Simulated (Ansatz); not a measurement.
C₂H₆Se₂⁺, that is Me2Se2 with one electron fewer. Charge 1, multiplicity 2. Geometry r2SCAN-D4/def2-SVP, that of the neutral singlet; atoms count from 1.

```xyz
10

C    -1.689   -0.449   -1.024
Se   -0.068    0.453   -1.661
Se    1.557   -0.624   -0.395
C     1.536    0.467    1.235
H    -1.862   -0.235    0.039
H    -1.607   -1.531   -1.193
H    -2.519   -0.041   -1.621
H     1.762    1.513    0.990
H     2.324    0.058    1.886
H     0.566    0.390    1.744
```

(1) Estimate the Mulliken populations from the PBE0/def2-TZVP orbitals of Ansatz.

(2) Where does the spin sit?

(3) And the Mayer bond orders between bonded heavy atoms (over 0.3)?

## Answers

(1) 
```
atom  charge (e)  spin (α − β)
  C1       -0.40          0.01
 Se2        0.30          0.46
 Se3        0.30          0.46
  C4       -0.40          0.01
  H5        0.19          0.01
  H6        0.21          0.02
  H7        0.21          0.00
  H8        0.21          0.02
  H9        0.21          0.00
 H10        0.19          0.01
```
Mulliken values and Mayer orders depend strongly on the basis.

(2) Summed by element: C 0.03, Se 0.92, H 0.05, of 1 unpaired in all. Largest on single atoms: Se2 0.46, Se3 0.46, H8 0.02.

(3) C1–Se2 0.98 (1.96 Å); Se2–Se3 1.50 (2.32 Å); Se3–C4 0.98 (1.96 Å).
